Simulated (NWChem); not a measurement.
System: ethylene glycol (C₂H₆O₂); SMILES OCCO

NWChem input:

```
start job
memory heap 200 mb stack 900 mb global 1100 mb
geometry units angstroms noautoz
  O     -0.583103    -1.307559    -0.181237
  C      0.599196    -0.676016     0.254710
  C      0.555306     0.732905    -0.294144
  O     -0.594778     1.398969     0.134841
  H     -0.709594    -2.119064     0.317820
  H      0.645073    -0.629599     1.359940
  H      1.507621    -1.199099    -0.104554
  H      1.434202     1.297666     0.056114
  H      0.616010     0.683022    -1.401475
  H     -1.317427     0.774596    -0.013755
end
basis spherical
  * library def2-svp
end
dft
  xc rpbe cpbe96
  iterations 150
  mulliken
end
task dft energy
```

Coordinates come from a PBE0/def2-SVP optimisation.

Task: Predict the main results of this run. (RPBE/def2-SVP.) Quantities: energy (Ha); highest occupied level (eV); orbital gap (eV); dipole (D).

Result: 
```
Property                       Value
---------------------------  -------
energy (Ha)                  -230.07
highest occupied level (eV)    -5.62
orbital gap (eV)                6.13
dipole (D)                      2.43
```
